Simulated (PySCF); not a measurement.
# P³⁺: ionisation energy

P³⁺ [Ne] 3s2 → P⁴⁺ [Ne] 3s1 [3s1/2^1, M_J = 1/2], as a difference of total energies. Calculation: PySCF 2.14, in x2c-QZVPPall-2c (9s7p4d2f1g, 73 functions); the two-component X2C-1e Hamiltonian. Correlated levels: [Ne] frozen; the 2 highest virtual spinors dropped. "Screened" scales the spin-orbit matrix elements by Boettger's factors to mimic the two-electron term; Breit and QED terms are absent.

```
                    method  ionisation energy (eV)
 GHF (screened spin-orbit)                  49.802
GMP2 (screened spin-orbit)                  50.811
```

How much does correlation contribute at GMP2 (screened spin-orbit)?

50.811 − (49.802) = 1.009 eV, measured against GHF (screened spin-orbit).

Errors of the correlated levels include the incompleteness of this basis and the frozen core.

MP2 underrates the near-degeneracy of ns² with np² in the lower species.

For comparison: 51.444 eV (measured; NIST Atomic Spectra Database, ionization energies).
